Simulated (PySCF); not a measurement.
**Excitation energy of O²⁺ by level of theory**

O²⁺ [He] 2s2 2p2 (3P) → O²⁺ [He] 2s1 2p2 3d1 (high-spin determinant), as a difference of total energies. Computed with PySCF 2.14 in aug-cc-pVTZ-DK, with the spin-free X2C one-electron Hamiltonian (Gaussian nucleus). Correlated levels: valence: 1s2 frozen. The calculations carry no spin-orbit coupling.

| method | excitation energy (eV) |
| --- | --- |
| UHF | 47.989 |
| LDA | 48.923 |
| PBE | 48.762 |
| PBE0 | 48.964 |
| r2SCAN | 48.691 |
| r2SCAN0 | 48.929 |
| M06 | 49.098 |
| B3LYP | 49.574 |
| B97-3 | 49.428 |
| MP2 (valence) | 49.492 |
| SCS-MP2 (valence) | 49.957 |

How much does correlation contribute at MP2 (valence)?

49.492 − (47.989) = 1.503 eV, measured against UHF.

A first-order spin-orbit estimate (lowest level to lowest level, LS coupling) adds 0.006 eV.

The promoted electron is Rydberg-like, and one or two diffuse shells describe it only roughly, which tends to raise the upper state.

The determinant of the upper state mixes LS terms, which raises its energy above the lowest term, most at the Hartree-Fock and MP2 levels.
